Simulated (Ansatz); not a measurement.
Ansatz (a program for electronic structure) input (CCSD(T,full)/cc-pwCVTZ):
A basis named .json is the Basis Set Exchange file of that set.

Ansatz 0.2 input:
```yaml
crystal:
  periodic: [false, false, false]
  atoms:
    - {symbol: C, position_ang: [-1.98999128, -0.28781063, -0.82831271]}
    - {symbol: C, position_ang: [-0.74463242, -0.32985788, 0.04380127]}
    - {symbol: C, position_ang: [-0.24376697, 1.04798949, 0.50702473]}
    - {symbol: C, position_ang: [1.21025838, 0.80202882, 0.94960502]}
    - {symbol: C, position_ang: [1.64857115, -0.33727711, 0.08807107]}
    - {symbol: C, position_ang: [0.49638220, -0.94541359, -0.63782898]}
    - {symbol: H, position_ang: [-2.29059113, -1.28995457, -1.14216785]}
    - {symbol: H, position_ang: [-1.80953715, 0.30412060, -1.72972099]}
    - {symbol: H, position_ang: [-2.83252813, 0.16095544, -0.29745637]}
    - {symbol: H, position_ang: [-0.96024080, -0.92566689, 0.93816841]}
    - {symbol: H, position_ang: [-0.86662584, 1.48027973, 1.29152681]}
    - {symbol: H, position_ang: [-0.25854645, 1.73854769, -0.34223434]}
    - {symbol: H, position_ang: [1.24602941, 0.53173360, 2.01626945]}
    - {symbol: H, position_ang: [1.84280474, 1.68976322, 0.84793423]}
    - {symbol: H, position_ang: [2.67140317, -0.67581099, 0.00199220]}
    - {symbol: H, position_ang: [0.50532855, -0.67172214, -1.70590744]}
    - {symbol: H, position_ang: [0.49157750, -2.04020006, -0.61256641]}
basis:
  gaussian:
    orbitals: cc-pwCVTZ.json
magnetization: {spin_polarized: true, initial_magnetization: 1}
correlation: {method: ccsd_t, frozen_orbitals: {C: 0, H: 0}}
```

End of the output:

```
integrals: 11.52 GiB planned
2355 factors; integrals over basis functions are off by at most 1.5e-3 eV
3.09 GiB of device memory are held for the factors and their scratch space
mean field: 3.08 GiB planned
mean field evaluation 1: about -6353.0075 eV, gradient 2.9e1 eV
mean field evaluation 2: about -6353.0086 eV, gradient 2.9e1 eV
mean field evaluation 4: about -6357.9469 eV, gradient 4.0e0 eV
mean field evaluation 8: about -6358.0773 eV, gradient 1.9e-1 eV
mean field evaluation 16: about -6358.0680 eV, gradient 9.4e-1 eV
mean field -6358.07795474 eV, -233.6550551767 hartree, gradient 2.1e-6 eV, S^2 0.765256; 0 other end points of the search recorded, 0 dependent functions left out
reference -6358.07795474 eV, -233.6550551767 hartree; 24, 23 occupied and 388, 389 virtual orbitals, 2355 factors
second order -35.17264081 eV of doubles, -0.00000000 eV of singles
coupled cluster: 54.25 GiB planned
cycle   1  -36.27532593 eV  change    -1.1e0 eV  update   1.0e-1
cycle   2  -37.00569063 eV  change   -7.3e-1 eV  update   2.9e-2
cycle   3  -37.12396315 eV  change   -1.2e-1 eV  update   1.3e-2
cycle   4  -37.11774852 eV  change    6.2e-3 eV  update   4.0e-3
cycle   5  -37.11817155 eV  change   -4.2e-4 eV  update   1.9e-3
cycle   6  -37.11873308 eV  change   -5.6e-4 eV  update   6.4e-4
cycle   7  -37.11857884 eV  change    1.5e-4 eV  update   2.0e-4
cycle   8  -37.11855793 eV  change    2.1e-5 eV  update   8.0e-5
cycle   9  -37.11856161 eV  change   -3.7e-6 eV  update   2.8e-5
perturbative correction -1.28962989 eV, -0.0473930242 hartree
Total energy: -6396.48614624 eV, -235.0665301803 hartree
```

It need not be the lowest isomer of its formula.
